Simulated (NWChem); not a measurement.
# MgH₅SO₂Cl; SMILES [OH2]->[Mg](<-[OH2])([SH])[Cl]

```xyz
10

Mg     0.0229    -0.0159     0.0944
Cl     0.8230    -2.1487     0.0645
S      0.5730     2.2787     0.4830
H     -0.6268     2.5676     1.0362
O     -0.5275     0.5877    -1.8373
H     -0.1282     0.2809    -2.6607
H     -0.2352     1.5140    -1.6767
O     -1.7565    -0.7959     0.8426
H     -2.6576    -0.7006     0.5142
H     -1.5126    -1.7390     0.7872
```
Atoms are numbered in this order, from 1.

Results from NWChem. Pople sets run with spherical d functions. Coordinates come from a PBE0/def2-SVP optimisation. B3LYP is NWChem's, with the RPA form of VWN correlation. Vertical excitations in the gas phase.

**Question.** Estimate the computed values for B3LYP/6-31G*, TDA. Quantities: lowest excitation, singlet (eV); oscillator strength of that lowest state; orbital gap (eV).

**Answer.** The lowest excitation, singlet (eV) is 4.78 and the oscillator strength of that lowest state comes out as 0.048. The orbital gap (eV) comes out as 5.58.
